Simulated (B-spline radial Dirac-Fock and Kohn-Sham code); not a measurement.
EELS cross sections of the Pb N2 edge

System: the Pb atom in the configuration [Xe] 4f14 5d10 6s2 6p2. Model: the first Born approximation with generalised oscillator strengths from a Dirac-Hartree-Slater potential (longitudinal and transverse terms; continuum final states only, so no white lines or fine structure). Program: a radial B-spline solver. The edge is taken at 761.9 eV (tabulated value).

Input of the calculation (task.json; shells as n, l, electrons):

```json
{"items": [{
  "Z": 82,
  "q": 0,
  "cfg": [[1, 0, 2], [2, 0, 2], [2, 1, 6], [3, 0, 2], [3, 1, 6], [3, 2, 10], [4, 0, 2], [4, 1, 6], [4, 2, 10], [4, 3, 14], [5, 0, 2], [5, 1, 6], [5, 2, 10], [6, 0, 2], [6, 1, 2]],
  "A": 208,
  "rrms": 5.5012,
  "do": "eels",
  "beams": [[60, 5], [60, 10], [60, 50], [80, 5], [100, 10], [100, 20], [100, 50], [120, 20], [120, 50], [120, 100], [200, 5], [200, 100], [300, 5], [300, 50]],
  "edges": {"N2": 761.9}
}]}
```

Run with: `python xray2_run.py task.json out`

Partial cross sections σ(β, Δ) in barn, integrated over a window Δ above the edge and up to the collection semi-angle β, for parallel illumination:

```tsv
E₀ (kV)	β (mrad)	Δ = 25 eV	Δ = 50 eV	Δ = 100 eV	Δ = 200 eV	Δ = 300 eV
60	5	5.88	11.6	21.7	37.6	49.3
60	10	15.8	31.3	59.2	105	140
60	50	58.9	116	224	418	589
80	5	7.14	14.1	26.5	46.3	61.1
100	10	17.5	34.8	66.6	120	163
100	20	29.4	58.6	113	208	287
100	50	50.5	100	192	361	514
120	20	28.5	56.8	110	203	281
120	50	47.9	95.1	182	344	491
120	100	62.4	127	246	471	685
200	5	?	?	?	?	?
200	100	48.1	98.2	192	367	535
300	5	12.1	24.2	46.5	84.7	116
300	50	38.1	76.9	149	284	411
```

**Question.** Give the row for 200 kV and 5 mrad.

**Answer.** 10.8 b for 25 eV, 21.5 b for 50 eV, 41.0 b for 100 eV, 73.8 b for 200 eV, 99.7 b for 300 eV.
